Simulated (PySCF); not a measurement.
C₆H₁₃O₂P.
Z-matrix (Å and degrees, GFN2-xTB geometry), rows numbered from 1:
```
C 
P   1  1.8320
O   2  1.4681  1  115.55
O   2  1.6190  1  102.84  3  -121.18
C   2  1.8389  1  106.70  3   130.31
C   5  1.5277  2  110.12  1   176.14
C   6  1.5243  5  103.25  2   152.23
C   7  1.5283  6  102.98  5   -41.69
C   5  1.5363  2  110.59  1   -67.73
H   1  1.0859  2  109.66  3   -69.41
H   1  1.0877  2  107.66  3    49.18
H   1  1.0850  2  110.36  3   169.10
H   4  0.9589  2  107.44  1   125.06
H   5  1.0912  2  108.96  1    54.93
H   6  1.0894  5  112.56  2   -85.30
H   6  1.0929  5  108.94  2    35.49
H   7  1.0918  6  109.81  5    75.79
H   7  1.0888  6  112.71  5  -163.12
H   8  1.0892  7  112.16  6   156.56
H   8  1.0899  7  109.48  6   -83.37
H   9  1.0902  5  110.87  2   108.38
H   9  1.0918  5  110.05  2   -11.19
```

Definitions: NICS(0) = −σiso at the ring centroid; NICS(1) = −σiso and NICS(1)zz = −σzz at ±1 Å along the ring normal z. Level: GIAO PBE0/pcSseg-1 (PySCF, non-relativistic, gas phase) on the GFN2-xTB geometry, one conformer.

Ring bond lengths (Å), with Mayer bond orders in brackets: C5–C6 1.528 (0.99), C6–C7 1.524 (1.03), C7–C8 1.528 (1.04), C8–C9 1.539 (1.04), C9–C5 1.536 (0.98).

Question: Give the NICS values of each ring in ppm.

Answer: 
| ring | type | NICS(0) | NICS(1), two faces | NICS(1)zz, two faces | rms pucker (Å) | centre to ring atoms, mean (Å) |
| --- | --- | --- | --- | --- | --- | --- |
| C5–C6–C7–C8–C9 | 5-membered carbocycle; formal bonds all single | -6.0 | -3.9 / -4.4 | -4.4 / -3.4 | 0.18 | 1.28 |

Question: What can be read from them?

Answer: 
- C5–C6–C7–C8–C9: mean NICS(1)zz -3.9 ppm, shielded. C5, C6, C7, C8, C9 have four or more neighbours, so the value isn't read as a sign of a π ring current.
